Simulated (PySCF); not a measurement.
A PySCF script (with the pyscf-properties extension) for the NMR shieldings of `InChI=1S/C5H14BNSi/c1-5(2)6-7(3)4-8/h6H,1,4H2,2-3,8H3`, on a GFN2-xTB geometry:

```python
import basis_set_exchange as bse
import numpy as np
from pyscf import gto, dft
from pyscf.prop import nmr

atoms = """
C    -1.442871   -0.761300   -1.559923
C    -1.711012   -0.360500   -0.322043
C    -2.927101   -0.895963    0.387094
B    -0.866694    0.716090    0.459719
N     0.487075    0.578714    0.697379
C     1.276470    1.563314    1.397943
C     1.289292   -0.545976    0.253925
Si    2.451080   -0.129028   -1.211083
H    -0.593037   -0.388429   -2.109349
H    -2.069469   -1.464960   -2.090689
H    -2.635740   -1.384447    1.317145
H    -3.467422   -1.611832   -0.230633
H    -3.597273   -0.076938    0.645311
H    -1.411853    1.666053    0.890060
H     0.638366    2.368338    1.753356
H     1.782849    1.109141    2.256507
H     2.042306    1.985798    0.739043
H     0.609917   -1.345940   -0.041354
H     1.874763   -0.918999    1.103915
H     2.712104   -1.360511   -1.956277
H     3.727712    0.399942   -0.716097
H     1.820127    0.876817   -2.065583
"""
names = dict.fromkeys(["C", "B", "N", "Si", "H"], "pcSseg-1")
basis = {el: gto.basis.parse(bse.get_basis(n, elements=[el], fmt="nwchem")) for el, n in names.items()}
mol = gto.M(atom=atoms, basis=basis, charge=0, verbose=0)
mf = dft.RKS(mol, xc="PBE0")
mf.grids.level = 2
mf.grids.alignment = dft.numint.BLKSIZE   # the property module wants whole blocks of grid points
mf.conv_tol = 1e-9
mf.kernel()

calc = nmr.RKS(mf)   # GIAO
C = mf.mo_coeff
Co = C[:, mf.mo_occ > 0]
resp = mf.gen_response(singlet=True, hermi=2)
def vind(x):   # induced exchange potential for any number of trial vectors
    d = np.einsum("pi,xij,qj->xpq", C, 2 * x.reshape(-1, C.shape[1], Co.shape[1]), Co, optimize=True)
    return np.einsum("xpq,pi,qj->xij", resp(d - d.transpose(0, 2, 1)), C, Co, optimize=True).ravel()
mo1, _ = nmr.rhf.solve_mo1(calc, with_cphf=vind)
sigma = calc.kernel(mo1)
for i, s in enumerate(sigma):   # ppm
    w = np.linalg.eigvalsh((s + s.T) / 2)
    print("%2d %-2s iso %8.1f  s11 %8.1f  s22 %8.1f  s33 %8.1f" % (i, mol.atom_pure_symbol(i), w.mean(), *w))
```

Task: What does it print?

Result: 
```
 0 C  iso     60.7  s11    -44.4  s22     78.0  s33    148.6
 1 C  iso     26.0  s11    -96.6  s22      2.1  s33    172.4
 2 C  iso    159.0  s11    143.6  s22    148.4  s33    185.2
 3 B  iso     64.2  s11     32.7  s22     58.3  s33    101.7
 4 N  iso    129.9  s11      4.8  s22    166.0  s33    218.9
 5 C  iso    139.9  s11    111.3  s22    126.1  s33    182.3
 6 C  iso    149.1  s11    124.6  s22    134.4  s33    188.3
 7 Si iso    414.8  s11    366.9  s22    411.7  s33    465.7
 8 H  iso     26.7  s11     22.9  s22     27.1  s33     30.0
 9 H  iso     25.9  s11     23.1  s22     25.9  s33     28.8
10 H  iso     30.0  s11     26.1  s22     29.0  s33     34.8
11 H  iso     29.9  s11     26.6  s22     28.8  s33     34.5
12 H  iso     29.5  s11     25.8  s22     27.8  s33     35.0
13 H  iso     26.9  s11     25.5  s22     25.9  s33     29.1
14 H  iso     28.2  s11     24.3  s22     27.0  s33     33.4
15 H  iso     28.9  s11     25.6  s22     26.3  s33     34.8
16 H  iso     28.6  s11     24.1  s22     27.9  s33     33.8
17 H  iso     27.4  s11     22.9  s22     27.9  s33     31.3
18 H  iso     29.3  s11     25.4  s22     28.1  s33     34.5
19 H  iso     27.8  s11     24.7  s22     25.7  s33     33.2
20 H  iso     27.4  s11     23.8  s22     25.9  s33     32.5
21 H  iso     27.9  s11     25.1  s22     26.6  s33     32.0
```

These numbers come from an equivalent density-fitted implementation of the same equations, which agrees with the script to about 0.01 ppm for H and up to a few tenths of a ppm for heavy atoms, so last digits may differ.

Size and cost of the density-fitted run: 213 basis functions, 44 s wall time on 1 thread of an Intel Xeon, shared host; peak memory 1 GiB.
